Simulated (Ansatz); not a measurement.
Reactions of CH$_{6}$Cl$_{2}$O$_{2}$Si$_{2}$, SMILES `O[SiH2]C[Si](O)(Cl)Cl`.

Calculated with Ansatz (gas phase, PBE0-D4/def2-TZVP geometries, no zero-point term in ΔE). CCSD(T)/CBS is the MP2 limit (def2-TZVPP, def2-QZVPP) plus CCSD(T) − MP2 in def2-TZVPP, frozen cores. This one scheme is used for every species. DFT in def2-TZVPP. Each species was taken in one conformer, which may not be the lowest.

```tsv
reaction	PBE0-D4 (eV)	MP2/CBS(def2) (eV)	CCSD(T)/CBS(def2) (eV)
`O[SiH2]C[Si](O)(Cl)Cl` + H₂O → `O[Si](O)(Cl)Cl` + `C[SiH2]O`	-0.73	-0.75	-0.77
`O[SiH2]C[Si](O)(Cl)Cl` + HCl → `O[SiH2]CCl` + `O[SiH](Cl)Cl`	1.09	1.11	1.07
`O[SiH2]C[Si](O)(Cl)Cl` + `O[SiH](F)F` → `O[SiH](Cl)Cl` + `O[SiH2]C[Si](O)(F)F`	0.02	0.07	0.03
`O[SiH2]C[Si](O)(Cl)Cl` + `O[SiH](Cl)Cl` → `O[Si](Cl)(Cl)Cl` + `O[SiH2]C[SiH](O)Cl`	0.13	0.12	0.13
`O[SiH2]C[Si](O)(Cl)Cl` + ethylene → `C=C[Si](O)(Cl)Cl` + `C[SiH2]O`	0.20	0.19	0.20
`O[SiH2]C[Si](O)(Cl)Cl` + `O[SiH]1C=N1` → `O[SiH2]C[SiH](O)Cl` + `O[SiH]1N=C1Cl`	1.31	1.39	1.38
```

Largest T1 diagnostic: 0.014, for `O[SiH]1N=C1Cl`.
